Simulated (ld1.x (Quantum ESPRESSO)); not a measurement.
**Which change was made? (C, TM semilocal)**

```
Element                 : C (Z = 6)
Generator               : ld1.x (Quantum ESPRESSO) 7.5
Type                    : norm-conserving Troullier–Martins (semilocal form)
Functional              : PBE
Relativity              : scalar-relativistic
Frozen core             : [He]
Valence charge          : 4
Reference configuration : 2s2 2p2
Partial waves           : 2p (bound): rc 1.50 bohr; 2s (bound): rc 0.90 bohr
Local potential         : the s channel
Core correction         : Bessel-smoothed model core, default radius (core density twice the valence density)
```

Cutoffs, loose and tight: the cutoffs (Ry, on a coarse ladder) from which the occupation-weighted sum of valence levels, in a spherical-Bessel basis at the reference potential, stays within 10 and 1 mRy of its value at 400 Ry. They do not see the model core or the augmentation charge, which bear on the density cutoff. Test errors are all-electron minus pseudo excitation energies from the reference, over the configurations 2s2 2p1; 2s2 2p0; 2s1 2p0; 2s2 2p1.5; 2s2 2p2.3; 2s1 2p3; 2s1 2p2; variants that change the core or the reference have their own tests.

The base gives: outcome: generated; cutoff, loose: 55 Ry; cutoff, tight: 110 Ry; bound ghosts: none; largest test error (meV): +214.

Question: After one change the result is: outcome: generated; cutoff, loose: 70 Ry; cutoff, tight: 160 Ry; bound ghosts: none; largest test error (meV): +181. Which change was it?
A. reference 2s2 2p1
B. wave 2s (bound): rc 0.90 bohr becomes 2s (bound): rc 1.28 bohr
C. all radii but the core radius scaled by about 0.96 (s 0.86, p 1.44 bohr)
D. core correction Bessel-smoothed model core inside 0.96 bohr
E. type PAW, which also changes the form from semilocal to separable; waves now 2s (bound): rcut 0.80, rcutus 0.90 bohr; 2s channel at 0.05 Ry: rcut 0.80, rcutus 0.90 bohr; 2p (bound): rcut 1.30, rcutus 1.50 bohr; 2p channel at -0.1 Ry: rcut 1.30, rcutus 1.50 bohr; local potential all-electron potential smoothed inside 1.10 bohr (lloc = -1); augmentation PSQ, inside the norm-conserving radii

Answer: C. The others give: wave 2s (bound): rc 0.90 bohr becomes 2s (bound): rc 1.28 bohr → outcome: generated; cutoff, loose: 45 Ry; cutoff, tight: 80 Ry; bound ghosts: none; largest test error (meV): +222 | reference 2s2 2p1 → outcome: generated; cutoff, loose: 60 Ry; cutoff, tight: 110 Ry; bound ghosts: none; largest test error (meV): +137 | type PAW, which also changes the form from semilocal to separable; waves now 2s (bound): rcut 0.80, rcutus 0.90 bohr; 2s channel at 0.05 Ry: rcut 0.80, rcutus 0.90 bohr; 2p (bound): rcut 1.30, rcutus 1.50 bohr; 2p channel at -0.1 Ry: rcut 1.30, rcutus 1.50 bohr; local potential all-electron potential smoothed inside 1.10 bohr (lloc = -1); augmentation PSQ, inside the norm-conserving radii → outcome: generated; cutoff, loose: 40 Ry; cutoff, tight: 55 Ry; bound ghosts: none; largest test error (meV): -15 | core correction Bessel-smoothed model core inside 0.96 bohr → outcome: generated; cutoff, loose: 55 Ry; cutoff, tight: 110 Ry; bound ghosts: none; largest test error (meV): +285. In the semilocal form every listed channel keeps its own potential, so the choice of the local channel does not act on these tests. It acts once the file is put into the separable form.
